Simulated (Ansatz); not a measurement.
Molecule: C4H9ClSi, net charge 0, singlet state. 
Coordinates optimised at B3LYP-D3(BJ)/def2-TZVP (Ansatz, a quantum-chemistry and plane-wave program):
```xyz
15

C     -2.3203     0.1064     0.3978
C     -0.9452     0.6184     0.0950
C     -0.8625     2.1095    -0.0867
C      0.1528    -0.1381    -0.0136
Si     1.8883     0.4715    -0.3908
Cl     0.0579    -1.8936     0.2094
H     -3.0101     0.3925    -0.4017
H     -2.3485    -0.9728     0.5127
H     -2.6968     0.5665     1.3162
H      0.1423     2.4669    -0.3051
H     -1.2104     2.6189     0.8164
H     -1.5162     2.4274    -0.9038
H      2.7967    -0.6882    -0.4750
H      1.9138     1.2112    -1.6756
H      2.3604     1.3910     0.6724
```

Dipole moments at this geometry, in debye (magnitudes).

| level | program | dipole (D) |
|---|---|---|
| revPBE/def2-TZVPD | Ansatz | 2.23 |
| r2SCAN/def2-TZVPD | Ansatz | 2.34 |
| B97M-V/def2-TZVPD | Ansatz | 2.37 |
| B3LYP/def2-TZVPD | Ansatz | ? |
| PBE0/def2-TZVPD | Ansatz | 2.31 |
| r2SCANh/def2-TZVPD | Ansatz | 2.36 |
| HSE06/def2-TZVPD | Ansatz | 2.31 |
| CAM-B3LYP/def2-TZVPD | Ansatz | 2.32 |
| CCSD(T)/aug-cc-pV(D+d)Z | Ansatz | ? |

### Question
Fill in the missing entries.

### Answer

- B3LYP/def2-TZVPD, dipole (D): 2.28
- CCSD(T)/aug-cc-pV(D+d)Z, dipole (D): 2.14
